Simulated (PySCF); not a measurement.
# The second ionisation energy along the 3d series

All values are computed (PySCF 2.14, energy differences of UHF-based or UKS calculations, no spin-orbit coupling). Values in eV. The last column holds reference values (NIST; (s) semi-empirical, (t) theoretical, else measured). Unmarked ones compare directly (S terms, centres of terms, or small fine structure); those marked * lie between the lowest fine-structure levels and include a spin-orbit shift.

```tsv
element	configurations	UHF	MP2 (valence)	SCS-MP2 (valence)	reference
Sc (cc-pVTZ-DK, spin-free X2C)	[Ar] 3d1 4s1 → [Ar] 3d1	12.223	12.314	12.254	12.800 *
Ti (cc-pVTZ-DK, spin-free X2C)	[Ar] 3d2 4s1 → [Ar] 3d2	12.940	13.119	13.000	13.575 *
V (cc-pVTZ-DK, spin-free X2C)	[Ar] 3d4 → [Ar] 3d3	13.172	13.922	13.422	14.634 ± 0.007 *
Cr (cc-pVTZ-DK, spin-free X2C)	[Ar] 3d5 → [Ar] 3d4	15.007	15.981	15.332	16.486 *
Mn (cc-pVTZ-DK, spin-free X2C)	[Ar] 3d5 4s1 → [Ar] 3d5	14.856	15.296	15.003	15.640
Fe (cc-pVTZ-DK, spin-free X2C)	[Ar] 3d6 4s1 → [Ar] 3d6	15.299	15.876	15.628	16.199 *
Ni (cc-pVTZ-DK, spin-free X2C)	[Ar] 3d9 → [Ar] 3d8	14.995	18.201	17.902	18.169 *
Cu (cc-pVTZ-DK, spin-free X2C)	[Ar] 3d10 → [Ar] 3d9	17.146	20.694	20.259	20.292 *
Zn (cc-pVTZ-DK, spin-free X2C)	[Ar] 3d10 4s1 → [Ar] 3d10	16.858	17.765	17.611	17.964
```

"Valence" correlates the outer s and p shells and, in groups 3 to 12 and the f block, the outer d or f shell, open or full, or the next shell where the ion has no valence electron left; the wider scheme adds the next inner shell.
